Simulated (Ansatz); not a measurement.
Frontier orbitals of `CC(F)([SiH3])Cl`.

```xyz
11

C     0.8727   -1.0063    0.5450
C    -0.1691   -0.4622   -0.3941
F    -1.2788   -1.2775   -0.3399
Si   -0.7176    1.3442   -0.0824
Cl    0.4541   -0.5225   -2.0810
H     1.1246   -2.0320    0.2685
H     1.7762   -0.3973    0.5080
H     0.4795   -0.9985    1.5645
H    -1.2784    1.4287    1.2916
H     0.4782    2.2144   -0.1930
H    -1.7415    1.7088   -1.0872
```

The species carries charge 0 and has multiplicity 1. All single points use the PBE0-D4/def2-TZVP geometry. Basis def2-TZVPP, Ansatz.

| functional | HOMO (eV) | LUMO (eV) | gap (eV) |
| --- | --- | --- | --- |
| PBE | -6.88 | -0.92 | 5.96 |
| revPBE | -6.82 | -0.82 | 6.00 |
| PBE0 | -8.25 | 0.04 | 8.29 |
| r2SCAN0 | -8.45 | 0.23 | 8.68 |
| LC-ωPBE | -10.99 | 2.25 | 13.24 |
| ωB97X-V | -10.65 | 2.10 | 12.75 |
| ωB97M-V | -10.50 | 1.80 | 12.30 |

A quarter of exact exchange (PBE0) shifts PBE's HOMO by −1.37 eV and its LUMO by +0.96 eV; full exchange at long range (ωB97M-V) shifts them by −3.62 and +2.73 eV. The gap opens from 5.95 to 12.30 eV, since occupied levels lose self-interaction and empty ones feel all the electrons. A positive LUMO is unbound and depends on the basis.

LC-ωPBE has ω = 0.4 bohr⁻¹.
